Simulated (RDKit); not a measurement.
Input for RDKit: UFF on HF (SMILES F).

```python
from rdkit import Chem
from rdkit.Chem import AllChem, rdDetermineBonds

blocks = [
'''2

F     0.00000000    0.00000000    0.46225842
H    -0.00000000   -0.00000000   -0.46225842
''',
]
mol = None
for b in blocks:
    f = Chem.MolFromXYZBlock(b)
    rdDetermineBonds.DetermineBonds(f, charge=0)
    mol = f if mol is None else Chem.CombineMols(mol, f)
Chem.SanitizeMol(mol)
print(Chem.MolToSmiles(Chem.RemoveHs(mol)))
ff = AllChem.UFFGetMoleculeForceField(mol, vdwThresh=100.0, ignoreInterfragInteractions=False)
e = ff.CalcEnergy()
print(f'UFF energy {e:.6f} kcal/mol')
```

It printed:

```
F
UFF energy 1.594459 kcal/mol
```

The run finished.

Cost: roughly 0.010 core-seconds.
